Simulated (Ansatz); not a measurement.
Gas-phase electronic energies from Ansatz, PBE0-D4/def2-TZVP geometries. CCSD(T)/CBS adds triple-zeta CCSD(T) − MP2 to the extrapolated MP2 energy (def2 sets, frozen cores). Functionals use def2-TZVPP. B3LYP here is the variant with VWN-RPA as its local correlation; programs differ in this. For Br, Ge outer-core shells are correlated without core-valence functions, which leaves a few kJ/mol of doubt a bond. Scalar relativity is left out up to krypton. One conformer a species, not always the lowest.

Reaction (formal exchange of groups at the Si–Si bond): `O[SiH](F)[SiH2]Br` + `[OH][GeH3]` → `[OH][GeH2][SiH](O)F` + `[SiH3]Br`

`O[SiH](F)[SiH2]Br`:

Z-matrix (Å, degrees):
```
Si
F 1 1.599
Si 1 2.351 2 106.8
O 1 1.630 2 111.4 3 -118.2
H 1 1.479 2 107.3 3 125.3
Br 3 2.243 1 103.7 2 -86.4
H 3 1.483 1 115.0 2 30.9
H 3 1.484 1 113.1 2 157.8
H 4 0.961 1 117.2 2 80.5
```

`[OH][GeH3]`:

```xyz
6

O     1.074    0.200   -0.830
Ge   -0.252    0.069    0.355
H     0.973   -0.406   -1.567
H     0.097    1.102    1.429
H    -0.295   -1.357    0.937
H    -1.597    0.392   -0.324
```

`[OH][GeH2][SiH](O)F`:

```xyz
10

O    -1.947   -0.052    1.012
Ge   -0.893   -1.111    0.031
Si    1.027    0.216   -0.488
O     0.708    1.586    0.356
F     1.117    0.534   -2.054
H    -1.518    0.793    1.170
H    -1.691   -1.554   -1.207
H    -0.542   -2.351    0.876
H     2.361   -0.330   -0.127
H     1.378    2.268    0.429
```

`[SiH3]Br`:

```xyz
5

Si   -0.090    0.137    0.005
Br    1.126   -1.719   -0.063
H    -1.507   -0.224   -0.225
H     0.392    1.050   -1.056
H     0.078    0.757    1.339
```

```csv
level,ΔE (kJ/mol),difference from CCSD(T)/CBS
revPBE-D4,-2.6,5.7
BLYP-D4,-7.0,1.3
r2SCAN-D4,-6.2,2.1
PBE0-D4,-4.4,3.9
r2SCANh-D4,-6.3,2.0
r2SCAN0-D4,-6.5,1.8
ωB97X-V,-7.1,1.2
B2PLYP,-9.9,-1.6
B3LYP,-10.3,-2.0
r2SCAN0,-7.0,1.3
HF/def2-SVP,-11.8,-3.5
CCSD/def2-SVP,-9.1,-0.8
CCSD(T)/def2-SVP,-8.6,-0.3
HF/def2-TZVPP,-9.9,-1.6
SCS-MP2/def2-TZVPP,-10.1,-1.8
MP2/CBS(def2),-9.5,-1.2
CCSD(T)/CBS,-8.3,0
```

Largest T1 diagnostic among the species: 0.012.

Leaving LDA and LC-ωPBE aside and taking each functional with its dispersion term where it has one, the values, not all of them listed here, spread over 9.2 kJ/mol, from ωB97M-V to B97M-V.
